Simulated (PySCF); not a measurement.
# Potential energy of ZnBi along the bond

Set-up: Zn def2-SVP, Bi def2-SVP with ECP60; scalar-relativistic core potentials (PySCF 2.14). Energies in eV from Zn + Bi in their ground configurations at the same level. State: ⁴Σ⁻ (quartet), unpaired electrons σ ↑, π ↑↑.

```json
{"R (Å)": "2.507", "ROHF": "0.7922"}
{"R (Å)": "2.623", "ROHF": "0.5886"}
{"R (Å)": "2.740", "ROHF": "0.4781"}
{"R (Å)": "2.828", "ROHF": "0.4265"}
{"R (Å)": "2.915", "ROHF": "0.3824"}
{"R (Å)": "3.002", "ROHF": "0.3390"}
{"R (Å)": "3.119", "ROHF": "0.2842"}
{"R (Å)": "3.265", "ROHF": "0.2239"}
{"R (Å)": "3.440", "ROHF": "0.1651"}
{"R (Å)": "3.673", "ROHF": "0.1074"}
```

Spin–orbit coupling is left out, which matters for elements this heavy, above all for dissociation energies. Hartree–Fock leaves out correlation, which carries a large part of most bond energies and some tenths to 1 eV of ionisation energies. The state is the lowest determinant that a PBE0 search found; another state may lie lower at other levels.
